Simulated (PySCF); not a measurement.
Worked example: chemical shift, span and skew from a shielding tensor

C3H4BNO2, SMILES N#CCB(O)C=O. Atoms are numbered in the order given.

```xyz
11

N      0.9071     2.7703     0.0000
C      0.0258     2.0177     0.0000
C     -1.0377     1.0206     0.0000
B     -0.5198    -0.4783     0.0000
O     -1.4027    -1.4835     0.0000
C      1.0268    -0.9635     0.0000
O      1.2218    -2.1669     0.0000
H     -1.6890     1.1698    -0.8800
H     -1.6890     1.1698     0.8800
H     -0.9078    -2.3287     0.0000
H      1.8932    -0.2567     0.0000
```

Geometry: B3LYP-D3(BJ)/def2-SVP. The structure was generated by enumeration, and PubChem lists no compound with its InChIKey, so it may never have been made. One conformer was computed; it need not be the lowest.

GIAO shieldings from PBE/pcSseg-1 (PySCF), non-relativistic, no solvent. The symmetric part of the tensor of C3 has the principal values 165.2, 165.3, 189.4 ppm. The same nucleus in TMS has σ = 182.0 ppm at this level (PySCF, at its B3LYP-D3(BJ)/def2-TZVP geometry).

Question: Work out the isotropic shielding, the ¹³C shift against TMS, the span and the skew.

Answer: 
σ(iso) = (σ11 + σ22 + σ33)/3 = 173.3 ppm. δ = σ(ref) − σ(iso) = 182.0 − (173.3) = 8.7 ppm.
Span Ω = σ33 − σ11 = 24.2 ppm. Skew κ = 3(σ(iso) − σ22)/Ω = 0.99, an axial tensor. Tumbling in solution averages the tensor to δ; in a static solid the shielding alone would spread this spin-1/2 line over Ω.
